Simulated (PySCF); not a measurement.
CH₈ClN₃Si, SMILES NC[Si](N)(N)Cl. The structure is a stationary point at B3LYP-D3(BJ)/def2-SVP. The structure was generated by enumeration, and PubChem lists no compound with its InChIKey, so it may never have been made. One conformer was computed; it need not be the lowest.

Question: Give the equilibrium geometry at B3LYP-D3(BJ)/def2-SVP (PySCF confirms it by a frequency run) as a Z-matrix. (Estimate from the structure and the level; the computed values follow.)

Answer: This is not unique; one that fits is 
```
Si
N 1 1.7203
H 2 1.0161 1 119.92
H 2 1.0163 3 110.82 1 -147.08
N 1 1.7212 2 110.13 3 164.10
H 5 1.0131 1 121.17 2 121.09
H 5 1.0141 6 112.91 1 156.90
C 1 1.8834 2 109.96 3 37.97
H 8 1.1047 1 110.55 2 -58.32
H 8 1.1054 9 105.31 1 -117.34
N 8 1.4704 9 109.13 10 -117.01
H 11 1.0218 8 108.93 9 -64.86
H 11 1.0219 12 104.98 8 116.41
Cl 1 2.1183 2 115.31 3 -80.10
```
Charge 0, spin multiplicity 1.
